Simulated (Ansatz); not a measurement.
Consider the redistribution: `[BH2][GaH][SiH3]` + `CCO[SiH3]` → `[BH2][GaH][O]CC` + disilane.

Calculated with Ansatz (gas phase, PBE0-D4/def2-TZVP geometries, no zero-point term in ΔE). CCSD(T)/CBS is the MP2 limit (def2-TZVPP, def2-QZVPP) plus CCSD(T) − MP2 in def2-TZVPP, frozen cores. For Ga outer-core shells are correlated without core-valence functions, which leaves a few kJ/mol of doubt a bond. Scalar relativity is left out up to krypton. Each species was taken in one conformer, which may not be the lowest.

```csv
level,ΔE (kJ/mol)
HF/def2-TZVPP,46.5
CCSD(T)/def2-TZVPP,33.8
HF/def2-QZVPP,47.2
MP2/def2-QZVPP,37.4
```

What does CCSD(T)/CBS give? (Estimate.)

The calculation gave: +36.7 kJ/mol. The listed levels differ from it by 9.8, -2.9, 10.5, 0.7 kJ/mol.

Largest T1 diagnostic among the species: 0.014.

In def2-TZVPP, CCSD(T) changes the Hartree–Fock value by −12.7 kJ/mol (the triples alone add −2.8 kJ/mol) and MP2 by −11.0 kJ/mol. From PBE to PBE0 (25 % exact exchange), in def2-TZVPP and without D4, ΔE moves by +4.8 kJ/mol.
